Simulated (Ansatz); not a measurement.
In₂As₃⁺. Total charge 1; singlet. Geometry r2SCAN-D4/def2-SVP, that of the neutral doublet.

Cartesian coordinates in Å:
```
In 1.242 -2.094 0.903
In -0.329 2.366 -1.018
As 0.334 0.609 1.139
As -1.587 -0.473 0.200
As 0.340 -0.408 -1.224
```

In the def2 sets In takes a core potential; there is no spin–orbit coupling. The structure comes from a short search, and lower isomers may exist.

Q: Estimate the orbital energies around the gap (eV) in Ansatz with PBE-D4/def2-TZVP, r2SCAN-D4/def2-TZVP, PBE0-D4/def2-TZVP.

A: 
```json
{"orbital": "HOMO−5", "PBE-D4/def2-TZVP": "-12.21", "r2SCAN-D4/def2-TZVP": "-12.40", "PBE0-D4/def2-TZVP": "-13.02"}
{"orbital": "HOMO−4", "PBE-D4/def2-TZVP": "-11.65", "r2SCAN-D4/def2-TZVP": "-12.00", "PBE0-D4/def2-TZVP": "-12.66"}
{"orbital": "HOMO−3", "PBE-D4/def2-TZVP": "-10.80", "r2SCAN-D4/def2-TZVP": "-11.12", "PBE0-D4/def2-TZVP": "-11.78"}
{"orbital": "HOMO−2", "PBE-D4/def2-TZVP": "-10.56", "r2SCAN-D4/def2-TZVP": "-10.84", "PBE0-D4/def2-TZVP": "-11.43"}
{"orbital": "HOMO−1", "PBE-D4/def2-TZVP": "-10.06", "r2SCAN-D4/def2-TZVP": "-10.29", "PBE0-D4/def2-TZVP": "-10.72"}
{"orbital": "HOMO", "PBE-D4/def2-TZVP": "-9.73", "r2SCAN-D4/def2-TZVP": "-9.98", "PBE0-D4/def2-TZVP": "-10.53"}
{"orbital": "LUMO", "PBE-D4/def2-TZVP": "-8.79", "r2SCAN-D4/def2-TZVP": "-8.91", "PBE0-D4/def2-TZVP": "-8.28"}
{"orbital": "LUMO+1", "PBE-D4/def2-TZVP": "-6.39", "r2SCAN-D4/def2-TZVP": "-6.37", "PBE0-D4/def2-TZVP": "-5.72"}
{"orbital": "LUMO+2", "PBE-D4/def2-TZVP": "-6.34", "r2SCAN-D4/def2-TZVP": "-6.15", "PBE0-D4/def2-TZVP": "-5.67"}
{"orbital": "LUMO+3", "PBE-D4/def2-TZVP": "-5.96", "r2SCAN-D4/def2-TZVP": "-5.81", "PBE0-D4/def2-TZVP": "-5.28"}
{"orbital": "LUMO+4", "PBE-D4/def2-TZVP": "-5.77", "r2SCAN-D4/def2-TZVP": "-5.61", "PBE0-D4/def2-TZVP": "-5.04"}
{"orbital": "LUMO+5", "PBE-D4/def2-TZVP": "-5.44", "r2SCAN-D4/def2-TZVP": "-5.30", "PBE0-D4/def2-TZVP": "-4.67"}
```
